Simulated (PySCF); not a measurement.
Al(AsH2)(OH)2 (AlAsH4O2), SMILES [OH][Al]([OH])[AsH2]. Atoms are numbered in the order given.

```xyz
8

Al    -1.0313    -0.0137     0.0000
As     1.3742     0.0625     0.0000
H      1.4204    -0.9885     1.1047
H      1.4204    -0.9885    -1.1047
O     -1.8280     0.0027    -1.5023
H     -2.7667     0.0242    -1.6895
O     -1.8280     0.0027     1.5023
H     -2.7667     0.0242     1.6895
```

Geometry optimised at PBE0-D3(BJ)/def2-SVP. The structure was generated by enumeration; whether it is a known compound was not checked. The values are those of a single conformer.

Two levels are set side by side: PBE/pcSseg-1 (PySCF) and PBE0/pcSseg-1 (PySCF). GIAO shifts against AsH3 (⁷⁵As), H2O (¹⁷O), TMS (¹H) at the same level; non-relativistic, no solvent, atoms listed together averaged. Differences are taken from unrounded values.

| quantity | PBE |
|---|---|
| δ(⁷⁵As) of As2 (ppm) | -205.0 |
| δ(¹H) of H3, H4 (ppm) | 1.34 |
| δ(¹⁷O) of O5, O7 (ppm) | 57.5 |
| δ(¹H) of H6, H8 (ppm) | 2.17 |

Problem. These are the PBE values. What does PBE0 give? (Estimate from the structure and the level; the computed values follow.)

Solution. 
```csv
quantity,PBE0,PBE minus PBE0
δ(⁷⁵As) of As2 (ppm),-208.4,3.4
"δ(¹H) of H3, H4 (ppm)",1.41,-0.08
"δ(¹⁷O) of O5, O7 (ppm)",46.3,11.1
"δ(¹H) of H6, H8 (ppm)",2.10,0.07
```

Rough cost on one machine, each run with all the roots and properties that it gave: PBE0 against PBE within a factor of 2.
